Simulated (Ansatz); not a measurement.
Si(CF3)H3 (CH₃F₃Si). The state is a singlet with charge 0. Geometry r2SCAN-D4/def2-SVP.

```tsv
atom	x (Å)	y (Å)	z (Å)
Si1	-0.698	-0.665	0.195
C2	0.671	0.640	-0.187
F3	0.714	1.610	0.751
F4	0.467	1.246	-1.376
F5	1.898	0.078	-0.234
H6	-0.670	-1.678	-0.894
H7	-2.002	0.049	0.234
H8	-0.379	-1.279	1.511
```

B3LYP takes the VWN-RPA correlation.

**Question.** Estimate the orbital energies around the gap (eV) in Ansatz with HF/STO-3G, B97M-V/def2-TZVP, B3LYP-D4/6-31G, PBE0-D4/def2-TZVP, r2SCAN0-D4/def2-TZVP.

**Answer.** 
| orbital | HF/STO-3G | B97M-V/def2-TZVP | B3LYP-D4/6-31G | PBE0-D4/def2-TZVP | r2SCAN0-D4/def2-TZVP |
| --- | --- | --- | --- | --- | --- |
| HOMO−5 | -12.65 | -11.00 | -11.76 | -12.40 | -12.78 |
| HOMO−4 | -12.20 | -11.00 | -11.76 | -12.40 | -12.78 |
| HOMO−3 | -12.20 | -10.35 | -11.13 | -11.78 | -12.17 |
| HOMO−2 | -12.10 | -9.47 | -10.38 | -10.48 | -10.74 |
| HOMO−1 | -12.10 | -9.47 | -10.38 | -10.48 | -10.74 |
| HOMO | -9.31 | -8.57 | -9.36 | -9.66 | -9.91 |
| LUMO | 12.30 | -0.62 | 0.23 | 0.09 | 0.35 |
| LUMO+1 | 13.07 | -0.08 | 1.19 | 0.74 | 0.97 |
| LUMO+2 | 13.30 | -0.08 | 1.19 | 0.74 | 0.97 |
| LUMO+3 | 13.30 | 0.52 | 2.50 | 1.44 | 1.89 |
| LUMO+4 | 17.97 | 2.01 | 3.99 | 2.75 | 3.05 |
| LUMO+5 | 17.97 | 2.01 | 3.99 | 2.75 | 3.05 |
